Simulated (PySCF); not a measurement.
# Spin-rotation constants: `InChI=1S/C6H7NOS/c7-5-6-1-3-9(8)4-2-6/h1,3,6H,2,4H2/t6-,9+/m1/s1`

Cartesian coordinates in Å; atom numbers follow the order of the lines, from 1:
```xyz
16

N     1.7990   -0.8507    2.4104
C     1.4714   -0.8011    1.3174
C     1.0335   -0.7239   -0.0637
C     1.2140    0.7036   -0.5102
C     0.2406    1.5300   -0.8420
S    -1.5309    1.1289   -0.9003
O    -2.1986    2.2678   -0.2757
C    -1.3941   -0.2176    0.3698
C    -0.4105   -1.2339   -0.1752
H     1.7014   -1.3699   -0.6490
H     2.2418    1.0479   -0.5020
H     0.4308    2.5520   -1.1301
H    -1.0763    0.2199    1.3150
H    -2.3904   -0.6417    0.4869
H    -0.6412   -1.4218   -1.2270
H    -0.4981   -2.1805    0.3644
```

Method used: PySCF 2.14.0, GIAO B97-2/pcSseg-1 magnetisability, rotational g tensor and spin-rotation constants, non-relativistic, gas phase. Geometry: GFN2-xTB.

(1) Give the nuclear spin-rotation constants along the inertial axes (H = +C I·J) beside the isotropic shieldings.

## Answers

(1) Rotational constants 2.9716, 0.9483, 0.8885 GHz. A star marks the isotopologue with that one atom substituted, in its own axes.
```tsv
atom	isotope	Caa (kHz)	Cbb (kHz)	Ccc (kHz)	mean (kHz)	σ (ppm)
N1	14N	0.401	0.205	0.106	0.237	-29.9
H10	1H	-0.208	-0.099	-0.011	-0.106	28.8
H11	1H	-0.180	0.048	-0.103	-0.078	25.7
H12	1H	-0.176	0.051	-0.099	-0.074	25.1
H13	1H	-0.259	-0.103	0.018	-0.115	28.6
H14	1H	-0.270	0.038	-0.112	-0.115	28.7
H15	1H	-0.252	-0.107	-0.002	-0.121	29.9
H16	1H	-0.174	-0.018	-0.102	-0.098	29.5
C2	13C*	0.782	0.411	0.173	0.456	65.8
C3	13C*	0.519	0.148	0.126	0.264	157.2
C4	13C*	0.913	0.425	0.156	0.498	57.3
C5	13C*	1.024	0.450	0.194	0.556	34.3
S6	33S*	1.421	0.434	0.253	0.703	176.0
O7	17O*	-0.588	0.052	-0.129	-0.222	280.3
C8	13C*	0.536	0.202	0.172	0.303	132.9
C9	13C*	0.461	0.134	0.146	0.247	160.0
```
For the geometry as given, no vibrational averaging.
